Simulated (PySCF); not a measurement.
All of these have the formula C3H7FOSi. The calculation used TDDFT CAM-B3LYP/def2-SVPD, vertical, gas phase, core orbitals frozen in the response (PySCF 2.14.0, density-fitted response routines). Geometries: PBE0-D3(BJ)/def2-SVP; one conformer of each isolated species. Triplets are in the Tamm–Dancoff approximation.

A. `F[Si@H]1CCCO1`
B. `C/C(F)=C\O[SiH3]`
C. `CO[C@@H]1[SiH2][C@H]1F`
D. `FC/C=C/O[SiH3]`

Lowest singlet levels (six at most, fewer where fewer were computed) with oscillator strengths:

1. 157 nm (f 0.005); 153 nm (f 0.006); 150 nm (f 0.026); 147 nm (f 0.017); 142 nm (f 0.002); 141 nm (f 0.016); T1 7.65 eV
2. 196 nm (f 0.073); 192 nm (f 0.017); 188 nm (f 0.109); 180 nm (f 0.003); 178 nm (f 0.000); 172 nm (f 0.021); T1 5.01 eV
3. 191 nm (f 0.010); 183 nm (f 0.353); 174 nm (f 0.026); 172 nm (f 0.007); 162 nm (f 0.005); 156 nm (f 0.005); T1 4.24 eV
4. 216 nm (f 0.001); 190 nm (f 0.325); 189 nm (f 0.045); 176 nm (f 0.023); 173 nm (f 0.053); 166 nm (f 0.024); T1 4.03 eV

Question: Which spectrum belongs to which structure?

Answer: 1 = A, 2 = C, 3 = D, 4 = B.
- A: S1 at 7.91 eV, HOMO→LUMO (73%), HOMO→LUMO+1 (10%); Löwdin shares by element: HOMO oxygen 43%, carbon 13% or more, silicon 8%, hydrogen 8% or more (atoms not listed hold the other 28%); LUMO carbon 37%, silicon 15% (atoms not listed hold the other 48%); HOMO -9.76 and LUMO 1.19 eV.
- B: S1 at 5.75 eV, HOMO→LUMO (94%); Löwdin shares by element: HOMO carbon 55% or more, oxygen 21%, fluorine 11%; LUMO silicon 36%, hydrogen 22% or more, oxygen 10% (atoms not listed hold the other 33%); HOMO -7.85 and LUMO 0.85 eV.
- C: S1 at 6.32 eV, HOMO→LUMO (70%), HOMO→LUMO+3 (13%), HOMO-1→LUMO (8%); Löwdin shares by element: HOMO carbon 37% or more, silicon 23%, oxygen 15% (atoms not listed hold the other 25%); LUMO silicon 41%, hydrogen 24% or more, carbon 10% or more (atoms not listed hold the other 25%); HOMO -8.51 and LUMO 0.78 eV.
- D: S1 at 6.50 eV, HOMO→LUMO (86%); Löwdin shares by element: HOMO carbon 64%, oxygen 22%; LUMO silicon 38%, hydrogen 25% or more, oxygen 13% (atoms not listed hold the other 24%); HOMO -8.58 and LUMO 0.91 eV.

Without π bonds the low states are Rydberg-like; a valence basis with one diffuse set may place them up to an eV too high.
